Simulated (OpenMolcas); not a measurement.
## Computed transition rates of Ar III

```json
{"Program": "OpenMolcas 26.06", "Method": "MS-RASPT2, IPEA 0.25 Eh, imaginary shift 0.1 Eh (closed shells correlated: 2s 2p)", "Basis": "ANO-RCC-VQZP [6s5p3d2f1g]", "Scalar Hamiltonian": "DKH2, point nucleus", "Active space": "6 electrons in 9 orbitals (RAS2 3s 3p; RAS3 3d, at most 2 electrons)", "State averaging": "2S+1 = 3 even, 3 roots; 2S+1 = 1 even, 7 roots; 2S+1 = 3 odd, 3 roots; 2S+1 = 1 odd, 3 roots", "Spin-orbit coupling": "state interaction with AMFI integrals over the reference wave functions, term energies averaged over their components"}
```

Rates come from the transition moments of the reference wave functions (E1 and E2 in the length form). At fixed line strength A goes as λ^-3 for E1 and M1 and as λ^-5 for E2, so a rate at the computed wavelength can be rescaled to the measured one. Measured vacuum wavelengths follow from level energies in Saloman, J. Phys. Chem. Ref. Data 39, 033101 (2010). Branching counts decays inside the model space alone, at computed energies, and the table is only a selection of the E2 and M1 lines, drawn from those between levels with measured partners whose computed energy lies within a factor of 1.5 of the measured one.

```tsv
Upper	Lower	Type	λ computed (nm)	λ measured (nm)	A computed (s-1)	A rescaled (s-1)	Branching %
3s² 3p⁴ ³P₀	3s² 3p⁴ ³P₁	M1	23370	21830	4.24e-03	5.20e-03	100.0
3s² 3p⁴ ³P₁	3s² 3p⁴ ³P₂	M1	9936	8991	2.30e-02	3.10e-02	100.0
3s² 3p⁴ ¹D₂	3s² 3p⁴ ³P₁	M1	758.8	775.3	7.32e-02		21.1
3s² 3p⁴ ¹D₂	3s² 3p⁴ ³P₂	M1	704.9	713.8	2.73e-01		78.6
3s² 3p⁴ ¹S₀	3s² 3p⁴ ¹D₂	E2	524	519.3	2.50e+00	2.62e+00	42.7
3s² 3p⁴ ¹S₀	3s² 3p⁴ ³P₁	M1	310	311	3.33e+00		56.8
```

Spin-changing lines and M1 lines between different terms are not rescaled, since their strength hangs on the term gaps too.

The largest correction is for 3s² 3p⁴ ³P₁ → 3s² 3p⁴ ³P₂ (M1): 2.30e-02 × (9936 / 8991)^3 = 3.10e-02 s-1, a factor of 1.35.

No measured rate stands beside these. Rescaling mends the energy factor alone: line strengths can still be far off where a level mixes with configurations outside the active space, and weak or spin-changing lines hang on small mixing coefficients that depend on the term gaps too, so rescaling need not improve them.

CASPT2 breaks the degeneracy within a term, and the mean is taken; among the terms shown or strongly mixed into the levels shown the widest spread is 180 cm-1 (3s² 3p⁴ ¹D). Active for correlation alone: 3d; no level in the range computed is led by a configuration that fills it, so any true level of that kind is missing. Computed and measured levels are paired by configuration, term and J; levels that our copy of the source lacks, or whose pairing is in doubt (as where it misses far off the trend of its configuration), stay unpaired. Levels of configurations outside the active space are missing.
